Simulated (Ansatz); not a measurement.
Ge₃Se₄. The state is a singlet with charge 0. Geometry PBE-D4/def2-SVP, basis def2-TZVP, Ansatz.

```tsv
atom	x (Å)	y (Å)	z (Å)
Ge1	1.569	-0.083	1.404
Ge2	-0.849	0.809	-1.023
Ge3	-2.100	-1.919	0.455
Se4	-1.042	0.124	1.486
Se5	-1.329	-1.549	-1.748
Se6	2.046	2.179	0.518
Se7	1.706	0.437	-1.093
```

```csv
run,HOMO (eV),LUMO (eV)
A,-6.35,-2.93
B,-5.71,-3.57
C,-5.45,-3.52
D,-8.55,-1.09
```

LC-ωPBE has ω = 0.4 bohr⁻¹. Another isomer (singlet) lies 0.55 eV lower at PBE0-D4/def2-TZVP; other spin states weren't run for this one.

Question: The runs used LC-ωPBE, PBE, PBE0, r2SCAN. Estimate which is which.

Answer: A PBE0 (25 % exact exchange); B r2SCAN (0 % exact exchange); C PBE (0 % exact exchange); D LC-ωPBE (range-separated). Exact exchange lowers occupied and raises empty levels; among semilocal functionals meta-GGAs tend to open the gap a little, and such runs are hard to tell apart. The gap grows from 1.94 eV (PBE) to 7.46 eV (LC-ωPBE).
